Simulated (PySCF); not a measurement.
An equivalent PySCF input for Xe³⁺ (xenon, charge +3), [Kr] 4d10 5s2 5p3, high-spin 4S determinant, with scalar relativity through the core potential:

```python
from pyscf import gto, scf, dft, mp, cc
import basis_set_exchange as bse
txt = bse.get_basis("def2-SVP", elements=["Xe"], fmt="nwchem", header=False)
cut = txt.index("\nECP")
mol = gto.M(atom="Xe 0 0 0", charge=3, spin=3, symmetry="D2h",
            basis=gto.basis.parse(txt[:cut]),
            ecp={"Xe": gto.basis.parse_ecp(txt[cut:])})
mf = dft.UKS(mol, xc="PBE0")
mf.irrep_nelec = {'Ag': (4, 4), 'B1g': (1, 1), 'B2g': (1, 1), 'B3g': (1, 1), 'B1u': (2, 1), 'B2u': (2, 1), 'B3u': (2, 1)}
mf.kernel()
```

It reaches the same state as the run whose output follows, with an energy that differs only through the grid. The run itself started from symmetry-adapted Hartree-Fock orbitals and held the occupation by maximum overlap, on a logarithmic radial grid, so the iterations belong to that start.

```
SCF conv_tol = 1e-09
number electrons alpha = 13  beta = 10
XC functionals = PBE0
    C. Adamo and V. Barone.,  J. Chem. Phys. 110, 6158 (1999)
    M. Ernzerhof and G. E. Scuseria.,  J. Chem. Phys. 110, 5029 (1999)
cycle= 1 E= -327.025342882833  delta_E= -0.00331  |g|= 0.0102  |ddm|= 0.291
cycle= 2 E= -327.025352633721  delta_E= -9.75e-06  |g|= 0.00266  |ddm|= 0.0186
cycle= 3 E= -327.025353708803  delta_E= -1.08e-06  |g|= 0.000571  |ddm|= 0.00307
cycle= 4 E= -327.025353763627  delta_E= -5.48e-08  |g|= 1.23e-05  |ddm|= 0.00078
cycle= 5 E= -327.025353763664  delta_E= -3.65e-11  |g|= 3.37e-07  |ddm|= 1.15e-05
converged SCF energy = -327.025353763664  <S^2> = 3.7505239  2S+1 = 4.000262
```

Energies and moments cover only the electrons outside the core potential.
